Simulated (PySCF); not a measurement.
This PySCF input asks for the NMR shieldings of SMILES CC(=O)N[SiH2]C[SiH2]CC#N, C$_{5}$H$_{12}$N$_{2}$OSi$_{2}$; the geometry comes from GFN2-xTB.

```python
import basis_set_exchange as bse
import numpy as np
from pyscf import gto, dft
from pyscf.prop import nmr

atoms = """
C     2.182720    1.925285    0.125187
C     1.696887    0.520798   -0.119446
O     1.966733   -0.428745    0.592898
N     0.920267    0.331508   -1.206036
Si    0.426985   -1.313577   -1.556364
C    -0.606284   -2.100739   -0.165147
Si   -2.085055   -1.112689    0.486937
C    -1.452262    0.458255    1.405650
C    -1.308312    1.554010    0.512231
N    -1.193410    2.422587   -0.227178
H     2.839083    2.226312   -0.689204
H     2.730398    1.969992    1.062346
H     1.335338    2.607473    0.156157
H     0.641150    1.138559   -1.739306
H     1.641239   -2.085682   -1.812405
H    -0.384438   -1.132787   -2.763894
H     0.062073   -2.315434    0.668679
H    -0.967339   -3.063342   -0.524440
H    -3.002084   -0.694074   -0.579073
H    -2.825342   -1.884875    1.497567
H    -2.147318    0.744730    2.195389
H    -0.481436    0.251820    1.859381
"""
names = dict.fromkeys(["C", "O", "N", "Si", "H"], "pcSseg-1")
basis = {el: gto.basis.parse(bse.get_basis(n, elements=[el], fmt="nwchem")) for el, n in names.items()}
mol = gto.M(atom=atoms, basis=basis, charge=0, verbose=0)
mf = dft.RKS(mol, xc="PBE0")
mf.grids.level = 2
mf.grids.alignment = dft.numint.BLKSIZE   # the property module wants whole blocks of grid points
mf.conv_tol = 1e-9
mf.kernel()

calc = nmr.RKS(mf)   # GIAO
C = mf.mo_coeff
Co = C[:, mf.mo_occ > 0]
resp = mf.gen_response(singlet=True, hermi=2)
def vind(x):   # induced exchange potential for any number of trial vectors
    d = np.einsum("pi,xij,qj->xpq", C, 2 * x.reshape(-1, C.shape[1], Co.shape[1]), Co, optimize=True)
    return np.einsum("xpq,pi,qj->xij", resp(d - d.transpose(0, 2, 1)), C, Co, optimize=True).ravel()
mo1, _ = nmr.rhf.solve_mo1(calc, with_cphf=vind)
sigma = calc.kernel(mo1)
for i, s in enumerate(sigma):   # ppm
    w = np.linalg.eigvalsh((s + s.T) / 2)
    print("%2d %-2s iso %8.1f  s11 %8.1f  s22 %8.1f  s33 %8.1f" % (i, mol.atom_pure_symbol(i), w.mean(), *w))
```

Question: What are the results?

Answer: 
```
 0 C  iso    161.3  s11    138.4  s22    151.4  s33    194.1
 1 C  iso      4.0  s11    -76.8  s22    -10.5  s33     99.3
 2 O  iso   -115.6  s11   -418.8  s22   -216.4  s33    288.4
 3 N  iso    133.3  s11     36.8  s22    164.2  s33    198.8
 4 Si iso    393.1  s11    346.4  s22    405.1  s33    427.8
 5 C  iso    191.6  s11    181.7  s22    188.8  s33    204.3
 6 Si iso    384.4  s11    345.8  s22    387.9  s33    419.5
 7 C  iso    189.6  s11    181.7  s22    187.7  s33    199.5
 8 C  iso     58.6  s11    -58.3  s22    -55.2  s33    289.4
 9 N  iso    -25.5  s11   -201.9  s22   -164.7  s33    290.0
10 H  iso     29.5  s11     25.8  s22     28.1  s33     34.7
11 H  iso     29.9  s11     26.2  s22     27.8  s33     35.5
12 H  iso     28.6  s11     24.2  s22     29.4  s33     32.3
13 H  iso     26.7  s11     23.3  s22     27.2  s33     29.5
14 H  iso     26.6  s11     22.4  s22     24.8  s33     32.6
15 H  iso     27.2  s11     23.9  s22     25.4  s33     32.3
16 H  iso     30.4  s11     26.2  s22     28.2  s33     36.9
17 H  iso     32.1  s11     26.5  s22     28.6  s33     41.1
18 H  iso     27.2  s11     24.3  s22     25.3  s33     32.1
19 H  iso     27.2  s11     22.9  s22     25.2  s33     33.3
20 H  iso     30.2  s11     24.3  s22     27.9  s33     38.3
21 H  iso     30.0  s11     26.5  s22     28.5  s33     34.8
```

These numbers come from an equivalent density-fitted implementation of the same equations, which agrees with the script to about 0.01 ppm for H and up to a few tenths of a ppm for heavy atoms, so last digits may differ.

Question: Turn these shieldings into chemical shifts. Chemical shifts δ = σref − σ; 13C (186.93 ppm), 29Si (349.16 ppm), 1H (31.72 ppm) against TMS; H2O for 17O (336.08 ppm); NH3 for 15N (267.73 ppm), all at this level.

Answer: Averaging equivalent atoms: C 1: 182.9; C 8: 128.3; C 0: 25.6; C 7: -2.7; C 5: -4.7; O 2: 451.7; N 9: 293.2; N 3: 134.5; Si 6: -35.3; Si 4: -43.9; H 13: 5.04; H 14/15: 4.83; H 18/19: 4.53; H 10/11/12: 2.39; H 20/21: 1.66; H 16/17: 0.45 ppm. Unscaled 17O shifts of doubly bonded oxygen tend to come out too high, by tens of ppm or more. Experimental scales use liquid or dissolved standards, which lie at an offset from isolated NH3 (liquid NH3: subtract about 20 ppm) and H2O (liquid H2O: subtract about 36 ppm). Unscaled 15N shifts of sp2 nitrogen come out 20 to 40 ppm too high even then.

Size and cost of the density-fitted run: 244 basis functions, 58 s wall time on 1 thread of an Intel Xeon 6975P-C, shared host; peak memory 1.1 GiB.
